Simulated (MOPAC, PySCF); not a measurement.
HF3OSi, SMILES `O[Si](F)(F)F`, neutral singlet in the gas phase. 

Z-matrix (Å, degrees):
```
Si
F 1 1.5650
F 1 1.5721 2 108.78
F 1 1.5721 2 108.78 3 115.94
O 1 1.6042 2 107.61 3 -122.03
H 5 0.9576 1 120.39 2 -179.99
```
Charge 0, spin multiplicity 1.

All levels are single points at this geometry (PBE0-D3(BJ)/def2-TZVP); Pople sets use spherical d functions. Orbital energies aren't observables, and empty levels follow the basis.

```json
[
 {"level": "PBE0-D3(BJ)/def2-TZVP in PySCF", "HOMO (eV)": "-10.70", "LUMO (eV)": "0.19", "gap (eV)": "10.89", "dipole (D)": "2.17", "vertical IE, Delta-SCF (eV)": "–"},
 {"level": "B3LYP/6-311+G** in PySCF", "HOMO (eV)": "-10.59", "LUMO (eV)": "-1.00", "gap (eV)": "9.59", "dipole (D)": "2.30", "vertical IE, Delta-SCF (eV)": "–"},
 {"level": "M06-2X/6-31G* in PySCF", "HOMO (eV)": "-12.18", "LUMO (eV)": "1.68", "gap (eV)": "13.86", "dipole (D)": "2.27", "vertical IE, Delta-SCF (eV)": "–"},
 {"level": "SVWN5/6-31G* in PySCF", "HOMO (eV)": "-8.52", "LUMO (eV)": "-0.40", "gap (eV)": "8.12", "dipole (D)": "2.25", "vertical IE, Delta-SCF (eV)": "–"},
 {"level": "HF/STO-3G in PySCF", "HOMO (eV)": "-10.79", "LUMO (eV)": "12.10", "gap (eV)": "22.89", "dipole (D)": "1.53", "vertical IE, Delta-SCF (eV)": "–"},
 {"level": "AM1 in MOPAC", "HOMO (eV)": "-13.56", "LUMO (eV)": "1.46", "gap (eV)": "15.03", "dipole (D)": "1.89", "vertical IE, Delta-SCF (eV)": "–"}
]
```
